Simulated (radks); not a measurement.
Values are calculated unless marked as measured or tabulated.
Task: Ionisation of Re, [Xe] 4f14 5d5 6s2, to Re+, [Xe] 4f14 5d5 6s1, under several functionals. Dirac Kohn-Sham, spin-unpolarised, spherical densities, finite nucleus; open shells are shared between the two j in proportion to 2j + 1; a radial shooting solver on a logarithmic mesh with Libxc functionals. The NIST Atomic Spectra Database gives 7.834 eV (measured). Rank these functionals by the error of their Delta-SCF ionisation energy: PBEsol; HCTH/407; LDA (Slater exchange, VWN5 correlation); LDA (Slater exchange, Perdew-Zunger correlation); OLYP; LDA (Slater exchange, Perdew-Wang correlation); Wu-Cohen GGA; PBE; exchange-only PBE.

Result: From best to worst: exchange-only PBE 8.523 eV (+0.690); OLYP 8.907 eV (+1.074); PBE 9.251 eV (+1.418); HCTH/407 9.252 eV (+1.419); PBEsol 9.295 eV (+1.462); Wu-Cohen GGA 9.312 eV (+1.478); LDA (Slater exchange, VWN5 correlation) 9.508 eV (+1.675); LDA (Slater exchange, Perdew-Wang correlation) 9.509 eV (+1.675); LDA (Slater exchange, Perdew-Zunger correlation) 9.517 eV (+1.683). Spin polarisation and multiplet splitting are left out, so open shells lie too high by an amount that depends on their filling. Sharing an open shell by 2j + 1 raises it above the true ground level by a part of the spin-orbit splitting, which enters the differences from NIST.

Beside tabulated values, note that spin-unpolarised runs miss the spin-polarisation part of the exchange energy of open shells.
